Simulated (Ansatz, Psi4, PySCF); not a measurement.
Species: CH₆NSi (charge 0, doublet). SMILES: C[N][SiH3]
Structure (B3LYP-D3(BJ)/def2-TZVP (Ansatz, a program for electronic structure) minimum search):
```xyz
9

C     -1.5881    -0.1875     0.6057
N     -0.4980    -0.5685    -0.2285
Si     1.0262     0.2720    -0.2541
H     -2.2168    -1.0508     0.8464
H     -1.3150     0.3401     1.5300
H     -2.2318     0.4982     0.0294
H      2.1064    -0.7399    -0.2745
H      1.2300     1.1886     0.9022
H      1.0760     1.0611    -1.5106
```
Charge 0, spin multiplicity 2.

Property: size of the dipole moment, in D. Terms: dispersion terms only where a functional's name holds one; no spin-orbit coupling; non-relativistic; 6-31G* and kin with 6d, 5d where marked; 6-311+G** with 5d, 6d on Na to Ar in Ansatz; open shells spin-unrestricted. Ab initio and DFT rows: single points at B3LYP-D3(BJ) geometries (Ansatz).

```json
[
 {"level": "SVWN5/6-31G*", "program": "Ansatz", "size of the dipole moment (D)": "1.49"},
 {"level": "PBE/6-31G*", "program": "Ansatz", "size of the dipole moment (D)": "1.43"},
 {"level": "BP86/def2-SVP", "program": "PySCF", "size of the dipole moment (D)": "1.38"},
 {"level": "BP86/6-31G* (5d)", "program": "PySCF", "size of the dipole moment (D)": "1.43"},
 {"level": "B3LYP/6-31G*", "program": "Ansatz", "size of the dipole moment (D)": "1.43"},
 {"level": "B3LYP/6-31+G*", "program": "Ansatz", "size of the dipole moment (D)": "1.53"},
 {"level": "B3LYP/def2-SVP", "program": "Ansatz", "size of the dipole moment (D)": "1.38"},
 {"level": "M06-2X/6-31G* (5d)", "program": "PySCF", "size of the dipole moment (D)": "1.45"},
 {"level": "wB97X-D/6-31G*", "program": "Psi4", "size of the dipole moment (D)": "1.49"},
 {"level": "wB97X-D/6-311+G**", "program": "Psi4", "size of the dipole moment (D)": "1.56"}
]
```

No value to compare with is used here. The 10 habitual levels span 1.38 (B3LYP/def2-SVP) to 1.56 D (wB97X-D/6-311+G**).

The levels are drawn from those run, B3LYP/6-31G* more often than the rest, none by its result; left out are runs that failed, that the program found above a lower state of the same kind, or whose <S^2> lies over 0.5 above the pure value.
